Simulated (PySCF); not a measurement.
Correlation energy of Pt (platinum, neutral)

[Xe] 4f14 5d8 6s1 6p1, one real determinant (an excited configuration). Computed with PySCF 2.14 in def2-TZVPPD with the def2 core potential (60 electrons), with a scalar-relativistic core potential. Frozen: 5s2 5p6; 10 electrons correlated.

```json
{"level": "CCSD", "correlation energy (mhartree)": "-236.32"}
{"level": "(T)", "correlation energy (mhartree)": "-8.37"}
{"level": "CCSD(T)", "correlation energy (mhartree)": "-244.69"}
```

Diagnostics: T1 = 0.011, D1 = 0.0384, largest double amplitude 0.042.

Q: Is a single reference adequate?

A: Yes, within this model without spin-orbit coupling: T1 lies below 0.03 and no double amplitude reaches 0.07.

The reference is one real determinant that mixes LS terms of this configuration.
